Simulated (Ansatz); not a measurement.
Reaction (hydrogen abstraction from the Si–H bond): `F[SiH](F)O[SiH3]` + H• → `F[SiH](F)O[SiH2]`• + H₂

Isolated molecules relaxed with PBE0-D4/def2-TZVP in Ansatz; ΔE leaves out vibrations. CCSD(T)/CBS is the MP2 limit (def2-TZVPP, def2-QZVPP) plus CCSD(T) − MP2 in def2-TZVPP, frozen cores. This one scheme is used for every species, atoms too. DFT in def2-TZVPP. B3LYP here is the variant with VWN-RPA as its local correlation; programs differ in this. No spin–orbit coupling; open shells (•) take unrestricted orbitals. One conformer a species, not always the lowest.

(1) Is it downhill or uphill in electronic energy at CCSD(T)/CBS, and by how much? (Estimate.)

(2) What do these levels give: B3LYP-D4, BHLYP-D4, ωB97X-V, PBE, MP2/def2-TZVPP, CCSD/def2-TZVPP? (An estimate is asked.)

Largest T1 diagnostic among the species: 0.013.

Results:

(1) Ansatz gave: Downhill: ΔE = -45.4 kJ/mol.

(2) The calculation gave: B3LYP-D4 -58.9, BHLYP-D4 -48.0, ωB97X-V -39.9, PBE -55.3, MP2/def2-TZVPP -35.9, CCSD/def2-TZVPP -46.0 kJ/mol.

At CCSD(T), def2-SVP lies +7.6 kJ/mol from the extrapolated value and def2-TZVPP −0.6 kJ/mol. Leaving LDA and LC-ωPBE aside and taking each functional with its dispersion term where it has one, the values, not all of them listed here, spread over 25.9 kJ/mol, from BLYP-D4 to PBE-QIDH. LDA lies +4.0 kJ/mol from PBE without D4. In def2-TZVPP, CCSD(T) changes the Hartree–Fock value by −24.0 kJ/mol (the triples alone add +0.0 kJ/mol) and MP2 by −14.0 kJ/mol.
